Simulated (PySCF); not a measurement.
Compound: C₇H₇NO.
Atom-mapped SMILES: `[CH:1]1=[CH:2][n:3]2[cH:4][cH:5][cH:6][c:7]2[CH2:8][O:9]1` (hydrogens: H10 on C1; H11 on C2; H12 on C4; H13 on C5; H14 on C6; H15, H16 on C8)

Cartesian coordinates in Å at the GFN2-xTB level; atoms count from 1:
```
atom  x, y, z in Å
C1    -2.102    0.807    0.077
C2    -0.933    1.443    0.010
N3     0.237    0.692   -0.020
C4     1.534    1.097   -0.068
C5     2.328   -0.017   -0.074
C6     1.476   -1.142   -0.027
C7     0.191   -0.670    0.005
C8    -1.126   -1.381    0.042
O9    -2.273   -0.534    0.123
H10   -3.048    1.323    0.109
H11   -0.842    2.514   -0.019
H12    1.789    2.138   -0.091
H13    3.399   -0.035   -0.109
H14    1.774   -2.172   -0.020
H15   -1.243   -2.001   -0.861
H16   -1.168   -2.054    0.911
```

Computed at PBE0/pcSseg-1 (PySCF, non-relativistic), with Q(14N) = 0.02044 b, Q(17O) = −0.0256 b: N3, 14N (I = 1): χzz = -2.725 MHz, η = 0.175; O9, 17O (I = 5/2): χzz = -11.63 MHz, η = 0.721.

Task: Where would the pure quadrupole (NQR) lines of 14N at N3 fall for the rigid, isolated species?

Result: From ν± = (3/4)|χ|(1 ± η/3) and ν0 = |χ|η/2: ν+ 2.163 MHz, ν− 1.925 MHz, ν0 0.238 MHz (pyrrole-type nitrogen).

Task: Where would the pure quadrupole (NQR) lines of 17O at O9 fall for the rigid, isolated species?

Result: From the eigenvalues of H = χ/[4I(2I − 1)] × [3Iz² − I(I + 1) + η(Ix² − Iy²)], steps between neighbouring levels, labelled as for η = 0: ±1/2↔±3/2 2.536 MHz, ±3/2↔±5/2 3.221 MHz (cyclic ether oxygen).

In a crystal, neighbours and librations shift these lines. GFN2-xTB frequencies show an imaginary mode (85i cm⁻¹), so this geometry is no minimum at that level. GFN2-xTB bond lengths can be off by several hundredths of an ångström, more for odd bonds, and the gradients follow them. The basis is small and wasn't made for field gradients, so the couplings can be 20 % off.
